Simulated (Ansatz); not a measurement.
CH4B2Te at its PBE0-D4/def2-TZVP geometry, where that method's forces vanish. The species carries charge 0 and has multiplicity 1. Te: def2 effective core potential.

```json
{"atom": "B1", "x (Å)": "-0.677", "y (Å)": "-0.323", "z (Å)": "0.174"}
{"atom": "B2", "x (Å)": "-0.263", "y (Å)": "0.903", "z (Å)": "1.177"}
{"atom": "Te3", "x (Å)": "1.656", "y (Å)": "0.130", "z (Å)": "0.521"}
{"atom": "C4", "x (Å)": "0.225", "y (Å)": "-0.337", "z (Å)": "-1.098"}
{"atom": "H5", "x (Å)": "-1.179", "y (Å)": "-1.341", "z (Å)": "0.567"}
{"atom": "H6", "x (Å)": "-0.468", "y (Å)": "1.701", "z (Å)": "2.029"}
{"atom": "H7", "x (Å)": "0.289", "y (Å)": "0.533", "z (Å)": "-1.742"}
{"atom": "H8", "x (Å)": "0.417", "y (Å)": "-1.267", "z (Å)": "-1.628"}
```

(1) For each bond, give half the difference of the two atoms' forces along it (eV/Å; positive pushes the atoms apart) under PBE-D4, r2SCAN-D4, B3LYP-D4, ωB97M-V in def2-TZVPP. (Estimate.)

## Answers

(1) The calculation gave: 
```csv
bond,length (Å),PBE-D4,r2SCAN-D4,B3LYP-D4,ωB97M-V
B1–B2,1.638,-0.12,-0.04,0.09,0.14
B1–C4,1.560,0.10,0.11,0.14,0.05
B1–H5,1.200,0.09,-0.02,-0.15,-0.16
B2–Te3,2.171,0.19,0.14,0.35,0.00
B2–H6,1.184,0.08,-0.05,-0.17,-0.16
Te3–C4,2.210,0.23,0.20,0.42,-0.01
C4–H7,1.084,0.11,-0.05,-0.10,-0.08
C4–H8,1.088,0.07,-0.06,-0.11,-0.06
```

B3LYP here is the variant with VWN-RPA as its local correlation; programs differ in this.

Computed with Ansatz.
